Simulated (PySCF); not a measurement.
IrO4, charge +1, multiplicity 1. Atoms are numbered in the order given.

```xyz
5

Ir     0.0000     0.0000     0.1374
O      0.6885     0.0000    -1.6384
O     -0.6885     0.0000    -1.6384
O      0.0000     1.4499     0.9770
O      0.0000    -1.4499     0.9770
```
Charge +1, spin multiplicity 1.

Geometry: B3LYP-D3(BJ)/def2-SVP. The spin state was assumed, not searched. The def2 effective core potentials stand for the cores of Ir; spin–orbit coupling is left out.

Computed with PBE/def2-TZVP (PySCF).

ESP charges are fitted to the potential on shells at 1.4 to 2.0 van der Waals radii. Atomic charges (e):

| atom | Mulliken | ESP fit | Löwdin |
|---|---|---|---|
| Ir1 | 1.29 | 0.72 | 1.07 |
| O2 | -0.01 | 0.10 | 0.04 |
| O3 | -0.01 | 0.10 | 0.04 |
| O4 | -0.14 | 0.04 | -0.07 |
| O5 | -0.14 | 0.04 | -0.07 |
